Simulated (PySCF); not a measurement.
Spinor energies of Cl⁴⁺ (chlorine, charge +4)

Start: [Ne] 3s2 3p1; 3p1/2 filled at m_j = +1/2. Calculated with PySCF 2.14 in x2c-TZVPall-2c: generalised Hartree-Fock with the X2C-1e Hamiltonian and a Gaussian nucleus; one run each with spin-orbit coupling (SO) switched off, then screened by Boettger's factors.

```csv
spinor shell,electrons,"ε, spin-free (eV)","ε, screened SO (eV)",weight of nominal j (screened SO),"rms radius, screened SO (bohr)"
1s1/2,2,-2930.8,-2930.8,1.000,0.105
2s1/2,2,-354.31,-354.27,1.000,0.476
2p1/2,2,-283.40,-285.05,0.991,0.447
2p3/2,4,-283.40,-282.54,0.995,0.450
3s1/2,2,-80.086,-80.071,0.996,1.46
3p1/2,1,-67.469,-67.587,0.953,1.56
```

```
   quantity   spin-free  screened SO
E (hartree)  -456.26949   -456.27489
        M_J         1/2          1/2
       ⟨J²⟩       1.048        0.906
       ⟨L²⟩       2.044        2.044
       ⟨S²⟩       0.765        0.765
```

Each row is a mean over spinors that exchange with the open shell spreads, by up to 1.704 eV (2p1/2).

⟨J²⟩ departs a little from M_J(M_J + 1) because the unrestricted spinors polarise the closed shells.

Without spin-orbit coupling the j labels of p, d and f shells carry no meaning; the spin-free column gives the mean over the occupied spinors of each nl shell, and its ⟨J²⟩ belongs to a mixture of degenerate components.
